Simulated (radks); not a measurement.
Spherical jellium clusters: N electrons in a uniform positive sphere of charge N and radius rs N^(1/3), rs = 3.08 bohr. Method: non-relativistic Kohn-Sham, PBEsol, spin-polarised, spherical densities; computed with a radial shooting solver with Libxc functionals. Levels are named by radial order and angular momentum (1s, 1p, 1d, 2s, ...), and open shells are averaged over m.

N = 12, configuration 1s2 1p6 1d(up 4, down 0). This is the lowest configuration that the search found. Occupied and some empty levels:

level,occupation,eigenvalue (eV),<r> (bohr)
1s up,1,-6.7634,4.596
1s down,1,-6.4321,4.272
1p up,3,-5.0950,5.575
1p down,3,-4.5104,5.402
1d up,4,-3.0958,6.430
2s up,0,-2.4281,6.126
1d down,0,-2.3907,6.402
2s down,0,-2.0549,6.216
1f up,0,-0.96157,7.561
2p up,0,-0.72850,9.335

Energy (eV): total -18.1271, kinetic 33.641, external -645.07, Hartree 313.15, exchange-correlation -53.260, background 333.42.
